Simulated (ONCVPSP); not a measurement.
# How hard is this holmium (Ho) ONCV potential?

ONCVPSP 4.0.1 input, shortened (lines: element, Z, core and valence counts, functional; n l f; lmax; l rc ep ncon nbas qcut; lloc lpopt rc5 dvloc0; l nproj debl; icmod fcfact rcfact), PBEsol, scalar-relativistic:

```
  Ho 67.00   10    4  -116133      upf
    1    0    2.00
    2    0    2.00
    2    1    6.00
    3    0    2.00
    3    1    6.00
    3    2   10.00
    4    0    2.00
    4    1    6.00
    4    2   10.00
    4    3   10.00
    5    0    2.00
    5    1    6.00
    5    2    1.00
    6    0    2.00
    3
    0    2.30    0.00    4    9    5.30
    1    2.10    0.00    4    8    6.60
    2    2.95    0.00    3    7    4.90
    3    2.80    0.03    3    7    4.30
    4    4    1.35    0.00
    0    3    3.90
    1    2    2.20
    2    2    2.90
    3    2    0.50
    1    0.72    0.00
```

**Question.** For each optimised wave give the share of its norm inside rc, the residual kinetic energy above qcut (Ha) and the cutoffs (Ha) for errors of 10, 1, 0.1 and 0.01 mHa per electron.

**Answer.**

```json
{"wave": "5s", "norm inside rc": "0.980", "residual KE": "1.7e-06", "10 mHa": "3.5", "1 mHa": "8.3", "0.1 mHa": "10.8", "0.01 mHa": "12.6"}
{"wave": "6s", "norm inside rc": "0.098", "residual KE": "4.4e-06", "10 mHa": "2.8", "1 mHa": "8.1", "0.1 mHa": "11.1", "0.01 mHa": "13.5"}
{"wave": "s projector 3", "norm inside rc": "0.098", "residual KE": "4.9e-04", "10 mHa": "9.7", "1 mHa": "12.9", "0.1 mHa": "28.0", "0.01 mHa": "67.5"}
{"wave": "5p", "norm inside rc": "0.880", "residual KE": "4.1e-07", "10 mHa": "5.9", "1 mHa": "10.1", "0.1 mHa": "15.7", "0.01 mHa": "18.6"}
{"wave": "p projector 2", "norm inside rc": "0.107", "residual KE": "3.2e-06", "10 mHa": "5.8", "1 mHa": "12.7", "0.1 mHa": "17.2", "0.01 mHa": "20.3"}
{"wave": "5d", "norm inside rc": "0.623", "residual KE": "3.7e-07", "10 mHa": "5.8", "1 mHa": "7.7", "0.1 mHa": "9.2", "0.01 mHa": "10.6"}
{"wave": "d projector 2", "norm inside rc": "0.220", "residual KE": "1.3e-04", "10 mHa": "8.4", "1 mHa": "10.7", "0.1 mHa": "12.4", "0.01 mHa": "27.8"}
{"wave": "f projector 1", "norm inside rc": "0.000", "residual KE": "6.3e-05", "10 mHa": "0.0", "1 mHa": "0.1", "0.1 mHa": "0.5", "0.01 mHa": "not reached"}
{"wave": "f projector 2", "norm inside rc": "0.097", "residual KE": "5.8e-03", "10 mHa": "8.1", "1 mHa": "25.5", "0.1 mHa": "47.5", "0.01 mHa": "98.6"}
```

The occupied waves need 10 Ha and 16 Ha for 1 and 0.1 mHa. Rows with under 1 % of the norm inside rc give no meaningful cutoff. Note: ghosts flagged at negative energy: f at -1.31 eV; GHOST(+) flagged for s at 210.2 eV. A true bound ghost makes a file unfit for plane-wave use. 2 of 4 tests not solved or not reliable.
